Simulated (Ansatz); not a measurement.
Abridged output of a molecular run in Ansatz:

```
Functional definition: HF
1088 factors; integrals over basis functions are off by at most 1.1e-3 eV
mean field evaluation 1: about -18204.4510 eV, gradient 4.2e1 eV
mean field evaluation 2: about -18204.5335 eV, gradient 4.2e1 eV
mean field evaluation 4: about -18208.0920 eV, gradient 3.0e0 eV
mean field evaluation 8: about -18208.1295 eV, gradient 1.9e-1 eV
mean field evaluation 16: about -18208.0064 eV, gradient 5.3e-1 eV
mean field -18208.12961637 eV, -669.1364214882 hartree, gradient 3.7e-6 eV, S^2 0.000000; 0 other end points of the search recorded, 0 dependent functions left out
10 core orbitals not correlated: weight in the atoms' cores, before any rotation towards them, 1.000 or more for the frozen orbitals, at most 0.000 for the correlated occupied ones
reference -18208.12961637 eV, -669.1364214882 hartree; 19, 19 occupied and 84, 84 virtual orbitals, 1088 factors
second order -25.01132544 eV of doubles, -0.00000000 eV of singles
cycle   1  -25.45388929 eV  change   -4.4e-1 eV  update   1.0e-1
cycle   2  -25.99231853 eV  change   -5.4e-1 eV  update   2.8e-2
cycle   3  -26.12316434 eV  change   -1.3e-1 eV  update   1.4e-2
cycle   4  -26.11682986 eV  change    6.3e-3 eV  update   2.6e-3
cycle   5  -26.11549343 eV  change    1.3e-3 eV  update   1.1e-3
cycle   6  -26.11579970 eV  change   -3.1e-4 eV  update   2.9e-4
cycle   7  -26.11573416 eV  change    6.6e-5 eV  update   1.2e-4
cycle   8  -26.11565026 eV  change    8.4e-5 eV  update   3.6e-5
cycle   9  -26.11564228 eV  change    8.0e-6 eV  update   1.4e-5
perturbative correction -0.48458018 eV, -0.0178079930 hartree
Total energy: -18234.72983883 eV, -670.1139616332 hartree
```

Its atoms:

```xyz
11

F     1.787    0.196    1.244
B     0.460    0.529    1.278
F    -0.344   -0.472    1.780
F     0.203    1.760    1.814
N     0.013    0.640   -0.332
Si   -0.456   -0.975   -1.003
H     0.798    1.055   -0.829
H    -0.754    1.306   -0.388
H    -1.818   -1.262   -0.517
H    -0.452   -0.834   -2.481
H     0.563   -1.944   -0.565
```

(1) Which basis set was used?
A. def2-TZVPPD
B. def2-SVP
C. cc-pV(Q+d)Z
D. def2-TZVPP

(2) Write the keys of the input that set method, charge and spin (a neutral closed shell needs none for the last two).

Answers

(1) B. It gives 113 functions.

(2) 
```yaml
correlation: {method: ccsd_t}
```
